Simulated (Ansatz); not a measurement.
Ansatz (an electronic-structure program) input file for Mo(O)(NH)(Cl)(Br) (BrClHMoNO), SMILES [Cl][Mo]([Br])(=[O])=[NH], multiplicity 1, PBE0/def2-SVPD. Geometry: PBE0-D3(BJ)/def2-SVP. The spin state was assumed, not searched. The structure was generated by enumeration; whether it is a known compound was not checked. The def2 effective core potentials stand for the cores of Mo; spin–orbit coupling is left out.

Ansatz 0.2 input:
```yaml
crystal:
  periodic: [false, false, false]
  atoms:
    - {symbol: Mo, position_ang: [0.33923427, 0.06042326, -0.46173242]}
    - {symbol: O, position_ang: [1.99002346, 0.04280691, -0.28766212]}
    - {symbol: N, position_ang: [-0.04832218, -0.94430586, -1.79326267]}
    - {symbol: H, position_ang: [0.32194801, -1.55449374, -2.52367783]}
    - {symbol: Cl, position_ang: [-0.36811975, 2.16581059, -0.93368909]}
    - {symbol: Br, position_ang: [-0.68267669, -0.90098222, 1.50409398]}
basis:
  gaussian:
    orbitals: def2-SVPD
hamiltonian:
  xc: {name: PBE0}
```

It prints:

```
WARN ansatz: RAYON_NUM_THREADS=1 ignored (pool sized by the plan → 1); use --threads N
Functional definition: PBE0
integrals: 0.12 GiB planned
1529 factors; their error is unknown
mean field: 0.94 GiB planned
mean field evaluation 1: about -87936.7024 eV, gradient 8.7e1 eV
mean field evaluation 2: about -87735.2630 eV, gradient 3.0e2 eV
mean field evaluation 4: about -87947.4047 eV, gradient 4.2e1 eV
mean field evaluation 8: about -87950.9755 eV, gradient 6.6e-1 eV
mean field evaluation 16: about -87951.2442 eV, gradient 1.5e-4 eV
mean field -87951.24421265 eV, -3232.1486093202 hartree, gradient 4.5e-5 eV, S^2 0.000000; 0 other end points of the search recorded, 0 dependent functions left out
reference -87951.24425676 eV, -3232.1486109415 hartree; 41, 41 occupied and 112, 112 virtual orbitals, 1529 factors
Total energy: -87951.24425676 eV, -3232.1486109415 hartree
```

The run converged.
